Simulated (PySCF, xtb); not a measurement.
CH4F2OSi, SMILES CO[SiH](F)F.

GFN2-xTB in xtb at its own geometry gives an orbital gap of 7.84 eV and a dipole moment of 3.44 D.

The structure is a stationary point at r2SCAN-D4/def2-SVP. Other conformers were not sampled.

Problem. What does ωB97X/def2-TZVP in PySCF give? (The exact figures need the calculation; the answer reports its results.)

Solution. gap 14.80 eV (levels -11.59 and 3.20 eV), dipole 1.45 D.
